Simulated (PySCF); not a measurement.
C₅H₇O₂ (doublet state).
Cartesian coordinates in Å at the GFN2-xTB level; atoms count from 1:
```
atom  x, y, z in Å
C1    -0.803   -1.317    0.641
C2    -0.412   -0.208   -0.067
C3    -1.119    0.985   -0.112
O4    -2.276    1.238    0.530
C5     0.895   -0.240   -0.819
C6     2.009    0.434   -0.061
O7     1.912    0.979    1.000
H8    -1.709   -1.351    1.220
H9    -0.204   -2.207    0.649
H10   -0.777    1.829   -0.689
H11   -2.514    0.479    1.079
H12    0.810    0.264   -1.786
H13    1.205   -1.269   -1.016
H14    2.982    0.384   -0.592
```

The hyperfine couplings belong to this conformer and change with its torsions.

As a line formula: `C=C([CH]O)CC=O` [radical].

Method used: UKS B3LYP, pcH-1 on C H O, non-relativistic, mean-field spin-orbit, GIAO in PySCF 2.14.0. Geometry: GFN2-xTB, one conformer, isolated molecule. A GFN2-xTB geometry isn't a minimum of the functional, and hyperfine couplings can be far from their values at a DFT geometry. No stability test was run, so a lower SCF solution isn't excluded.

Q: Predict the first-order ENDOR lines of H10, H9, H8, H11, H12/H13 and H14 under fast tumbling at B = 3347.2 mT (W band).

A: For S = 1/2 in fast tumbling each set of equivalent nuclei gives two lines, ν± = |νn ± a/2| to first order, with νn = g_N μN B/h and μN/h = 7.62259 MHz/T.

```csv
nuclei,isotope,g_N,νn (MHz),a_iso (MHz),lower line (MHz),upper line (MHz)
H10,1H,5.5857,142.52,-41.41,121.81,163.22
H9,1H,5.5857,142.52,-38.81,123.11,161.92
H8,1H,5.5857,142.52,-36.03,124.50,160.53
H11,1H,5.5857,142.52,-7.91,138.56,146.47
H12/H13,1H,5.5857,142.52,-5.63,139.70,145.33
H14,1H,5.5857,142.52,-1.42,141.81,143.23
```

Q: Which pairs are centred on the nuclear Larmor frequency, and which on half the coupling?

A: Centred on νn, since |a| < 2νn: H10, H9, H8, H11, H12/H13 and H14. No pair has |a| > 2νn.

Q: At what field would the lower line of H8 fall to zero frequency?

A: Where νn = |a|/2, that is B = 18.02 MHz/(5.5857 × 7.62259 MHz/T) = 423 mT, as far as first order holds there.

Nuclei that the bonding pattern makes equivalent are averaged, as if the motion that swaps them (rotation, inversion, ring flip) were fast.

Largest spin populations (Mulliken): C1 (+0.64), C3 (+0.56), C2 (-0.22) and O4 (+0.09). The angles at C1 add up to 360.0°, so it is planar.
